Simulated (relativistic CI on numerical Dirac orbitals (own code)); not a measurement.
Method of calculation: Dirac equation for one electron, model QED (radiative potential, 1s self-energy scaled to tabulated hydrogen-like ionisation energies) (own radial code, finite nucleus).

The strongest absorption lines from the ground level of an ion, among the configurations computed and to levels below about 847 eV (vacuum wavelength in Å, gf): 14.634 (0.01), 14.821 (0.019), 15.176 (0.039), 15.176 (0.019), 16.006 (0.11), 16.007 (0.053), 18.967 (0.55), 18.973 (0.28).

Question: Which ion is it?
A. O VIII
B. Ne X
C. O VI
D. Mg XII

Answer: A. O VIII has 1 electrons and the ground level 1s 2S_1/2; the strongest line goes to 2p 2P°_3/2. The pattern of lines fixes the number of electrons, and along that sequence the line energies rise steadily with the charge (about as its square where n changes within one kind of shell, about linearly where n is kept but much faster in heavy ions where fine structure, which grows about as Z⁴, sets the gap, and irregularly where shells cross), which fixes Z. Configurations outside the model, such as inner-shell arrays, can give stronger lines.
